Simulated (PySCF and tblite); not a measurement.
Results of a calculation; reference values are marked as such.
## Dynamics report: rearrangement

System: C₃H₆O₂Si, numbered as in [O:1]=[CH:2]/[CH:3]=[CH:4]\[O:5][SiH3:6].

Motion: shift of Si6 from O5 to O1. Level: PBE0/pcSseg-1 + D3(BJ) on PBE0-D3(BJ)/def2-SVP stationary points, with GFN2-xTB thermal terms. Rate constants are transition-state-theory values, counting equivalent paths, without tunnelling. Shieldings: GIAO at the same DFT level; methyl-like tops are averaged, other torsions stay as in the two minima; line shapes leave out couplings. Programs: tblite and PySCF.

```json
{"point": "start", "symmetry": "Cs", "E(GFN2) kcal/mol": "0.0", "E(DFT) kcal/mol": "0.0", "ZPE change kcal/mol": "0.00", "lowest mode cm⁻¹": "45", "dipole D": "2.46"}
{"point": "saddle", "symmetry": "Cs", "E(GFN2) kcal/mol": "3.3", "E(DFT) kcal/mol": "5.7", "ZPE change kcal/mol": "-0.21", "lowest mode cm⁻¹": "159i", "dipole D": "3.96"}
{"point": "end", "symmetry": "Cs", "E(GFN2) kcal/mol": "0.0", "E(DFT) kcal/mol": "0.0", "ZPE change kcal/mol": "0.00", "lowest mode cm⁻¹": "45", "dipole D": "2.46"}
```

- Electronic barrier: 5.7 kcal/mol
- Barrier with zero-point energy: 5.5 kcal/mol
- ΔH‡ (298 K): 4.8 kcal/mol
- ΔS‡ (298 K, symmetry apart): -5.5 cal/(mol K)
- Paths: 2 equivalent paths
- End point: the same structure with atoms interchanged, or its mirror image
- Mean lifetime of the start against this motion at 298 K: 4.1 ns
- Cost: 75 s on 1 thread of AMD EPYC 9R45 96-Core, on a host shared with other jobs (rough), peak memory 0.72 GiB, launched as `OMP_NUM_THREADS=1 python ens_run.py task.json out`

```json
{"T/K": "150", "ΔG‡ kcal/mol": "5.8", "k s⁻¹": "2×10⁴"}
{"T/K": "200", "ΔG‡ kcal/mol": "6.0", "k s⁻¹": "2.2×10⁶"}
{"T/K": "250", "ΔG‡ kcal/mol": "6.2", "k s⁻¹": "3.8×10⁷"}
{"T/K": "298", "ΔG‡ kcal/mol": "6.4", "k s⁻¹": "2.4×10⁸"}
{"T/K": "350", "ΔG‡ kcal/mol": "6.7", "k s⁻¹": "1×10⁹"}
{"T/K": "400", "ΔG‡ kcal/mol": "6.9", "k s⁻¹": "2.9×10⁹"}
{"T/K": "500", "ΔG‡ kcal/mol": "7.4", "k s⁻¹": "1.2×10¹⁰"}
```

ΔG and ΔG‡ leave out symmetry numbers and mirror images; rates count paths: 2 out.

Sites that the motion interchanges:

```csv
nucleus,site,ppm,scale
¹³C,C2,193.7,δ against TMS
¹³C,C4,171.4,δ against TMS
¹H,H on C2,8.87,δ against TMS
¹H,H on C4,6.80,δ against TMS
```

```tsv
nucleus	sites	¹H MHz	spread Hz	coalescence K	k there s⁻¹
¹³C	C2 / C4	100	562	131	1260
¹³C	C2 / C4	300	1685	138	3760
¹³C	C2 / C4	900	5054	146	1.1×10⁴
¹H	H on C2 / H on C4	100	207	125	461
¹H	H on C2 / H on C4	300	620	131	1390
¹H	H on C2 / H on C4	900	1862	138	4170
```

Coalescence temperatures outside 150 to 500 K extrapolate the thermal terms and ignore freezing or boiling of a solvent.
